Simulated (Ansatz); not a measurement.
Cost and result for the atomization energy of CH6InNO, SMILES `C[NH][InH][OH]` (10 atoms, 9 bonds).

```json
{"atom": "C1", "x (Å)": "0.8044", "y (Å)": "0.1985", "z (Å)": "-1.1835"}
{"atom": "N2", "x (Å)": "0.4876", "y (Å)": "0.7856", "z (Å)": "0.0954"}
{"atom": "In3", "x (Å)": "-0.7795", "y (Å)": "0.0857", "z (Å)": "1.4826"}
{"atom": "O4", "x (Å)": "-1.6277", "y (Å)": "-1.6267", "z (Å)": "0.9288"}
{"atom": "H5", "x (Å)": "1.8732", "y (Å)": "-0.0288", "z (Å)": "-1.2896"}
{"atom": "H6", "x (Å)": "0.2700", "y (Å)": "-0.7468", "z (Å)": "-1.3106"}
{"atom": "H7", "x (Å)": "0.5164", "y (Å)": "0.8390", "z (Å)": "-2.0278"}
{"atom": "H8", "x (Å)": "0.9696", "y (Å)": "1.6544", "z (Å)": "0.2599"}
{"atom": "H9", "x (Å)": "-1.1639", "y (Å)": "0.7669", "z (Å)": "2.9835"}
{"atom": "H10", "x (Å)": "-1.3501", "y (Å)": "-1.9278", "z (Å)": "0.0612"}
```

The species carries charge 0 and has multiplicity 1. Correlated methods include outer-core shells of In, which these sets cover unevenly. In: def2 effective core potential. All single points use the PBE0-D4/def2-TZVP geometry. It is one conformer, not always the lowest. Program: Ansatz. All runs use 4 threads of an Arm Neoverse N1 on a shared host. Times are those of one run each, without the atoms' runs, and a repeat can differ threefold. Electronic energies, without spin–orbit coupling; frozen cores. CCSD(T)/CBS adds CCSD(T) − MP2 in def2-TZVPP to the MP2 limit, and its time is that of the two runs behind it. T1 = 0.016. With those shells the extrapolation isn't a true limit. B3LYP takes the VWN-RPA correlation (the form of Gaussian; ORCA's B3LYP/G).

CCSD(T)/CBS is a level of theory with its own doubt, some kJ/mol a heavy atom from the limit and from the frozen cores, so smaller differences don't rank the functionals.

```csv
level,functions,wall time,atomization (kcal/mol),difference from CCSD(T)/CBS,per bond
PBE-D4/def2-TZVPP (with forces),227,3.7 s,786.0,7.8,0.9
PBE0-D4/def2-TZVPP,227,4.3 s,767.4,-10.8,-1.2
r2SCAN-D4/def2-TZVPP (with forces),227,6.5 s,770.4,-7.8,-0.9
B3LYP-D4/def2-TZVPP (with forces),227,6.5 s,770.2,-8.0,-0.9
B2PLYP/def2-TZVPP,227,8.5 s,762.7,-15.5,-1.7
ωB97X-V/def2-TZVPP,227,12 s,777.0,-1.2,-0.1
ωB97M-V/def2-TZVPP (with forces),227,17 s,775.4,-2.8,-0.3
MP2/def2-QZVPP,433,29 s,776.5,-1.7,-0.2
CCSD(T)/def2-TZVPP,227,4 min,753.3,-24.9,-2.8
CCSD(T)/CBS(def2),–,4.5 min,778.2,0.0,0.0
```

From PBE to PBE0 (25 % exact exchange), in def2-TZVPP and without D4, the atomization energy moves by −18.0 kcal/mol: exact exchange takes away binding that semilocal exchange gives to molecules. In def2-TZVPP, CCSD(T) changes the Hartree–Fock value by +230.4 kcal/mol (the triples alone add +13.0 kcal/mol) and MP2 by +238.6 kcal/mol; breaking electron pairs costs correlation energy, which Hartree–Fock lacks. The D4 term adds +6.4 kcal/mol with B3LYP and +3.4 kcal/mol with PBE0; it sums over pairs of atoms, weighted by their polarisabilities, and B3LYP, whose exchange is more repulsive, gets the larger term.

Spin–orbit coupling would lower the free In atoms strongly, and the atomization energy with them, by more than many differences here.
